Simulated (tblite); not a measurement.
Parent: `[CH3:1][NH:2][SiH:3]([PH2:4])[PH2:5]` with C1–N2–Si3–P4 -42°, N2–Si3–P4–H -81° and -173°, N2–Si3–P5–H -84° and -177°, CH9NP2Si.

Computed geometry: GFN2-xTB, gas phase. One conformer each, not checked by frequencies here.

```csv
coordinate of the parent,value
C1–N2,1.443 Å
N2–Si3,1.719 Å
Si3–P4,2.270 Å
Si3–P5,2.253 Å
C1–N2–Si3,121.2°
N2–Si3–P4,111.9°
N2–Si3–P5,104.1°
P4–Si3–P5,114.2°
```

Question: How does the shared frame change in `[CH3:1][CH:2]([CH3:3])[N:4]([CH3:5])[SiH:6]([PH2:7])[PH2:8]` with C1–C2–N4–C5 -144°, C2–N4–Si6–P7 160°, N4–Si6–P7–H 58° and -36°, N4–Si6–P8–H -121° and 147°, C4H15NP2Si? Atoms pair as C1 = C5, N2 = N4, Si3 = Si6, P4 = P7, P5 = P8 (parent first).

Answer: 
```
   parent   relative  value in the relative  change
    C1–N2      C5–N4                1.443 Å   0.000
   N2–Si3     N4–Si6                1.718 Å  -0.001
   Si3–P4     Si6–P7                2.258 Å  -0.012
   Si3–P5     Si6–P8                2.258 Å  +0.005
C1–N2–Si3  C5–N4–Si6                 122.3°    +1.1
N2–Si3–P4  N4–Si6–P7                 113.9°    +2.0
N2–Si3–P5  N4–Si6–P8                 110.7°    +6.6
P4–Si3–P5  P7–Si6–P8                 107.2°    -7.0
```

Of the parent's bonds, Si3–P4 changes most (-0.012 Å). Bonds of the relative outside the shared frame: C1–C2 1.523, C2–C3 1.529, C2–N4 1.460 Å. Point group C1 → C1.

Question: How does the shared frame change in `[CH3:1][N:2]([CH3:3])[SiH:4]([PH2:5])[PH2:6]` with C1–N2–Si4–P5 -156°, N2–Si4–P5–H -59° and 34°, N2–Si4–P6–H -166° and 101°, C2H11NP2Si? Atoms pair as C1 = C3, N2 = N2, Si3 = Si4, P4 = P5, P5 = P6 (parent first).

Answer: 
| parent | relative | value in the relative | change |
| --- | --- | --- | --- |
| C1–N2 | C3–N2 | 1.442 Å | -0.001 |
| N2–Si3 | N2–Si4 | 1.721 Å | +0.002 |
| Si3–P4 | Si4–P5 | 2.257 Å | -0.013 |
| Si3–P5 | Si4–P6 | 2.248 Å | -0.005 |
| C1–N2–Si3 | C3–N2–Si4 | 122.0° | +0.8 |
| N2–Si3–P4 | N2–Si4–P5 | 112.6° | +0.7 |
| N2–Si3–P5 | N2–Si4–P6 | 104.7° | +0.6 |
| P4–Si3–P5 | P5–Si4–P6 | 109.9° | -4.3 |

Of the parent's bonds, Si3–P4 changes most (-0.013 Å). Bonds of the relative outside the shared frame: C1–N2 1.444 Å. Point group C1 → C1.

Question: How does the shared frame change in `[CH3:1][N:2]([CH:3]1[CH2:4][CH2:5][CH2:6]1)[SiH:7]([PH2:8])[PH2:9]` with C1–N2–C3–C4 99°, C1–N2–Si7–P8 -121°, N2–Si7–P8–H -179° and -86°, N2–Si7–P9–H -79° and -172°, N2–C3–C4–C5 136°, C3–C4–C5–C6 -13°, C4–C5–C6–C3 13°, N2–C3–C6–C5 -135°, C5H15NP2Si? Atoms pair as C1 = C1, N2 = N2, Si3 = Si7, P4 = P9, P5 = P8 (parent first).

Answer: 
| parent | relative | value in the relative | change |
| --- | --- | --- | --- |
| C1–N2 | C1–N2 | 1.444 Å | +0.001 |
| N2–Si3 | N2–Si7 | 1.719 Å | 0.000 |
| Si3–P4 | Si7–P9 | 2.252 Å | -0.018 |
| Si3–P5 | Si7–P8 | 2.266 Å | +0.013 |
| C1–N2–Si3 | C1–N2–Si7 | 122.4° | +1.2 |
| N2–Si3–P4 | N2–Si7–P9 | 107.1° | -4.8 |
| N2–Si3–P5 | N2–Si7–P8 | 113.1° | +9.0 |
| P4–Si3–P5 | P9–Si7–P8 | 110.2° | -4.0 |

Of the parent's bonds, Si3–P4 changes most (-0.018 Å). Bonds of the relative outside the shared frame: N2–C3 1.438, C3–C4 1.545, C4–C5 1.534, C5–C6 1.536, C3–C6 1.537 Å. Point group C1 → C1.

Question: How does the shared frame change in `[CH3:1][N:2]([CH:3]1[CH2:4][CH2:5]1)[SiH:6]([PH2:7])[PH2:8]` with C1–N2–C3–C4 -149°, C1–N2–Si6–P7 -29°, N2–Si6–P7–H -71° and -164°, N2–Si6–P8–H 140° and -128°, C4H13NP2Si? Atoms pair as C1 = C1, N2 = N2, Si3 = Si6, P4 = P7, P5 = P8 (parent first).

Answer: 
```tsv
parent	relative	value in the relative	change
C1–N2	C1–N2	1.445 Å	+0.002
N2–Si3	N2–Si6	1.716 Å	-0.003
Si3–P4	Si6–P7	2.255 Å	-0.015
Si3–P5	Si6–P8	2.257 Å	+0.004
C1–N2–Si3	C1–N2–Si6	122.3°	+1.1
N2–Si3–P4	N2–Si6–P7	106.2°	-5.7
N2–Si3–P5	N2–Si6–P8	105.8°	+1.7
P4–Si3–P5	P7–Si6–P8	115.8°	+1.6
```

Of the parent's bonds, Si3–P4 changes most (-0.015 Å). Bonds of the relative outside the shared frame: N2–C3 1.425, C3–C4 1.494, C4–C5 1.499, C3–C5 1.504 Å. Point group C1 → C1.
